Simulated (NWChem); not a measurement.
System: SiNH₃S, singlet; SMILES N[Si]S

Input file for NWChem:

```
start job
memory heap 200 mb stack 900 mb global 1100 mb
geometry units angstroms noautosym nocenter noautoz
  Si    -0.702523    -0.630221     0.000000
  N      0.765922    -1.524117     0.000000
  H      0.743268    -2.538539     0.000000
  H      1.717504    -1.167223     0.000000
  S      0.194105     1.348663     0.000000
  H     -0.990764     1.994519     0.000000
end
basis spherical
  * library def2-svp
end
dft
  xc pbe0
  iterations 150
end
cosmo
  do_cosmo_smd true
  solvent water
end
task dft energy
```

Parts of the log:

```
             Northwest Computational Chemistry Package (NWChem) 7.3.0
             --------------------------------------------------------

                             Geometry "geometry" -> ""
                             -------------------------

 Output coordinates in angstroms (scale by  1.889725989 to convert to a.u.)

  No.       Tag          Charge          X              Y              Z
 ---- ---------------- ---------- -------------- -------------- --------------
    1 Si                  14.0000    -0.70252300    -0.63022100     0.00000000
    2 N                    7.0000     0.76592200    -1.52411700     0.00000000
    3 H                    1.0000     0.74326800    -2.53853900     0.00000000
    4 H                    1.0000     1.71750400    -1.16722300     0.00000000
    5 S                   16.0000     0.19410500     1.34866300     0.00000000
    6 H                    1.0000    -0.99076400     1.99451900     0.00000000

 Effective nuclear repulsion energy (a.u.)     133.9475101128

                                 NWChem DFT Module
                                 -----------------

 Summary of "ao basis" -> "ao basis" (spherical)
 ------------------------------------------------------------------------------
       Tag                 Description            Shells   Functions and Types
 ---------------- ------------------------------  ------  ---------------------
 Si                         def2-svp                 8       18   4s3p1d
 N                          def2-svp                 6       14   3s2p1d
 H                          def2-svp                 3        5   2s1p
 S                          def2-svp                 8       18   4s3p1d

 in cosmo_initialize ...
 calling solv_data for solv:h2o

 solvent parameters
 solvname_short: h2o
 solvname_long:  water
 dielec:       78.4000
 dielecinf:     1.7769
 aqueous SMD model solvent descriptors
 dielec:       78.4000
 sola:          0.8200

          ---------------
          -cosmo- solvent
          ---------------
 Cosmo: York-Karplus, doi: 10.1021/jp992097l
 dielectric constant -eps-     =  78.40
 screen = (eps-1)/(eps    )    =   0.98724
 surface charge correction     = lagrangian

   van der Waals surface
 --------------------------

 ---------- ATOMIC COORDINATES (A.U.) ------------ VDWR(ANG.) --
     1   -1.32757597   -1.19094500    0.00000000     2.470
     2    1.44738271   -2.88016350    0.00000000     1.890
     3    1.40457286   -4.79714312    0.00000000     1.200
     4    3.24561194   -2.20573164    0.00000000     1.200
     5    0.36680526    2.54860352    0.00000000     2.490
     6   -1.87227248    3.76909439    0.00000000     1.200
 number of segments per atom =        128
 number of   points per atom =        128
 atom (   nspa,  nppa )
 ----------------------
    1 (     76,     0 )       0
    2 (     52,     0 )       0
    3 (     38,     0 )       0
    4 (     44,     0 )       0
    5 (     94,     0 )       0
    6 (     18,     0 )       0
 number of -cosmo- surface points =      322
 molecular surface =    121.623 angstrom**2
 molecular volume  =    112.448 angstrom**3
 -lineq- algorithm             =   0
 -bem- low  level              =   3
 -bem- from -octahedral-
 gaussian surface charge width =   4.50000
 degree of switching           =   1.00000
 switching function tolerance  =   0.00010
 atomic radii =
 --------------
    1 14.000  2.470
    2  7.000  1.890
    3  1.000  1.200
    4  1.000  1.200
    5 16.000  2.490
    6  1.000  1.200
 ...... end of -cosmo- initialization ......

 nat:                     6
 ixmem:                  2111
 calling mnsol_interface()
 G(SMD-CDS) energy (kcal/mol)  =     1.663
 SMD-CDS SASA (angstrom**2)    =   125.316

            General Information
            -------------------
          SCF calculation type: DFT
          Wavefunction type:  closed shell.
          No. of atoms     :     6
          No. of electrons :    40
           Alpha electrons :    20
            Beta electrons :    20
          Charge           :     0
          Spin multiplicity:     1
          Use of symmetry is: off; symmetry adaption is: off
          Maximum number of iterations: 150
          AO basis - number of functions:    65
                     number of shells:    31
          Convergence on energy requested:  1.00D-06
          Convergence on density requested:  1.00D-05
          Convergence on gradient requested:  5.00D-04

[...]

                                COSMO-SMD solvation results
                                ---------------------------

             internal energy in gas <Psi(g)|H|Psi(g)> =      -743.689391472201
         internal energy in solvent <Psi(s)|H|Psi(s)> =      -743.688317449858
                               delta internal energy  =         0.001074022343 (    0.67 kcal/mol)
   total free energy in solvent <Psi(s)|H+V/2|Psi(s)> =      -743.697654032640
 polarization energy contribution <Psi(s)|V/2|Psi(s)> =        -0.009336582782 (   -5.86 kcal/mol)
    total free energy in solvent including G(SMD-CDS) =      -743.695003904038
                       G(SMD-CDS) energy contribution =         0.002650128603 (    1.66 kcal/mol)
     1 M fixed-concentration free energy of solvation =        -0.005612431837 (   -3.52 kcal/mol)

                       DFT Final Molecular Orbital Analysis
                       ------------------------------------

 Vector   18  Occ=2.000000D+00  E=-3.155881D-01
              MO Center=  3.6D-01, -6.8D-01,  9.7D-10, r^2= 2.7D+00
   Bfn.  Coefficient  Atom+Function         Bfn.  Coefficient  Atom+Function
  ----- ------------  ---------------      ----- ------------  ---------------
    24      0.426622  2 N  pz                27     -0.349109  2 N  pz
    55     -0.287563  5 S  pz                13     -0.217817  1 Si pz
    52     -0.205262  5 S  pz                10     -0.181398  1 Si pz
    49     -0.119182  5 S  pz                 7      0.104351  1 Si pz
    17      0.056771  1 Si d  1

 Vector   19  Occ=2.000000D+00  E=-2.653565D-01
              MO Center=  3.3D-01,  4.6D-01,  1.1D-08, r^2= 3.1D+00
   Bfn.  Coefficient  Atom+Function         Bfn.  Coefficient  Atom+Function
  ----- ------------  ---------------      ----- ------------  ---------------
    55      0.563354  5 S  pz                52      0.372751  5 S  pz
    24      0.328011  2 N  pz                27     -0.292534  2 N  pz
    49      0.215398  5 S  pz                15      0.063087  1 Si d -1

 Vector   20  Occ=2.000000D+00  E=-2.438610D-01
              MO Center= -8.0D-01, -3.3D-01,  3.0D-09, r^2= 3.3D+00
   Bfn.  Coefficient  Atom+Function         Bfn.  Coefficient  Atom+Function
  ----- ------------  ---------------      ----- ------------  ---------------
     4      0.422387  1 Si s                  3      0.390830  1 Si s
    54      0.286781  5 S  py                11     -0.283130  1 Si px
     8     -0.262886  1 Si px                 2      0.239051  1 Si s
    53      0.220588  5 S  px                51      0.197640  5 S  py
    50      0.153881  5 S  px                 5      0.145429  1 Si px

 Vector   21  Occ=0.000000D+00  E=-4.043961D-02
              MO Center= -5.6D-01, -5.5D-01, -5.0D-10, r^2= 3.1D+00
   Bfn.  Coefficient  Atom+Function         Bfn.  Coefficient  Atom+Function
  ----- ------------  ---------------      ----- ------------  ---------------
    13      0.757310  1 Si pz                10      0.370492  1 Si pz
    27     -0.317929  2 N  pz                55     -0.309969  5 S  pz
    24      0.252216  2 N  pz                 7     -0.197035  1 Si pz
    52     -0.147161  5 S  pz                49     -0.084647  5 S  pz
    57     -0.045029  5 S  d -1              17      0.039335  1 Si d  1

 Vector   22  Occ=0.000000D+00  E= 2.844318D-02
              MO Center= -3.7D-01, -5.3D-01,  2.3D-10, r^2= 4.7D+00
   Bfn.  Coefficient  Atom+Function         Bfn.  Coefficient  Atom+Function
  ----- ------------  ---------------      ----- ------------  ---------------
    12      0.970474  1 Si py                21      0.784867  2 N  s
    54      0.545407  5 S  py                39     -0.437262  4 H  s
    62     -0.296610  6 H  s                  9      0.277453  1 Si py
     3      0.224762  1 Si s                 46     -0.196085  5 S  s
    61     -0.185571  6 H  s                 34     -0.167815  3 H  s

 Vector   23  Occ=0.000000D+00  E= 5.257751D-02
              MO Center= -7.2D-01,  1.3D+00,  1.8D-09, r^2= 3.9D+00
   Bfn.  Coefficient  Atom+Function         Bfn.  Coefficient  Atom+Function
  ----- ------------  ---------------      ----- ------------  ---------------
    62      1.165371  6 H  s                 46     -0.920820  5 S  s
    53      0.808241  5 S  px                12      0.473520  1 Si py
     4      0.319179  1 Si s                 45     -0.263476  5 S  s
    61      0.261774  6 H  s                 39      0.210712  4 H  s
    50      0.211582  5 S  px                 3     -0.206293  1 Si s

     Multipole analysis of the density
     ---------------------------------

     L   x y z        total         alpha         beta         nuclear
     -   - - -        -----         -----         ----         -------
     0   0 0 0     -0.000000    -20.000000    -20.000000     40.000000

     1   1 0 0      0.436986      0.122287      0.122287      0.192412
     1   0 1 0     -0.679837     -0.694669     -0.694669      0.709501
     1   0 0 1     -0.000000     -0.000000     -0.000000      0.000000

     2   2 0 0    -23.853193    -40.678493    -40.678493     57.503792
     2   1 1 0     -4.684595      4.178758      4.178758    -13.042111
     2   1 0 1      0.000000      0.000000      0.000000      0.000000
     2   0 2 0    -20.840891   -122.387585   -122.387585    223.934278
     2   0 1 1     -0.000000     -0.000000     -0.000000      0.000000
     2   0 0 2    -25.511201    -12.755600    -12.755600      0.000000
```

Level: PBE0/def2-SVP, SMD on the gas-phase geometry. Low-valent species are run as closed-shell singlets; no triplet was tried in these runs. Coordinates come from a PBE0/def2-SVP optimisation. Solvent: water.
